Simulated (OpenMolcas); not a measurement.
4s2 4p along the 31-electron sequence

```
Program             : OpenMolcas 26.06
Method              : SS-CASPT2, IPEA 0.25 Eh, imaginary shift 0.1 Eh
Basis               : ANO-R3
Scalar Hamiltonian  : X2C, finite nucleus
Spin-orbit coupling : RASSI with atomic mean-field integrals over the reference wave functions, term energies averaged over their components
```

Active space for each ion: 1 electron in 3 orbitals (4p); closed shells correlated by CASPT2: 3d 4s.

Computed levels in cm-1 above 2P* 1/2:

```json
{"Level": "2P* 3/2", "Ga": "705", "Ge+": "1575", "As2+": "2638", "Se3+": "3925", "Br4+": "5492", "Kr5+": "7364"}
{"Level": "weight of 2P* in the lowest level (%)", "Ga": "100", "Ge+": "100", "As2+": "100", "Se3+": "100", "Br4+": "100", "Kr5+": "100"}
```

Measured, with the error of the calculation in %. Measured levels: Ga, Ge+ from NIST Handbook of Basic Atomic Spectroscopic Data; As2+, Se3+, Br4+ from Moore, Atomic Energy Levels, vol. II, NSRDS-NBS 35 (1971 reprint of NBS Circular 467, 1952); Kr5+ from Saloman, J. Phys. Chem. Ref. Data 36, 215 (2007).

```csv
Level,Ga,Ge+,As2+,Se3+,Br4+,Kr5+
2P* 3/2,826 (-14.6),1767 (-10.9),2940 (-10.3),4376 (-10.3),6090 (-9.8),8110 (-9.2)
```

The fine-structure level 2P* 3/2 changes by a factor of 10.4 from Ga to Kr5+. Its fourth root runs 5.15, 6.30, 7.17, 7.92, 8.61, 9.26, with steps per unit of Z of 1.15, 0.87, 0.75, 0.69, 0.65; equal steps would mean a (Z - σ)^4 law with constant σ.

With one active electron, CASPT2 adds the correlation within the correlated inactive shells and between them and that electron, and leaves the splitting within a term as the reference gives it. Computed and measured levels are paired by configuration, term and J; levels that our copy of the source lacks, or whose pairing is in doubt (as where it misses far off the trend of its configuration), stay unpaired and out of the deviations. Levels of configurations outside the active space are missing.

* marks odd parity.
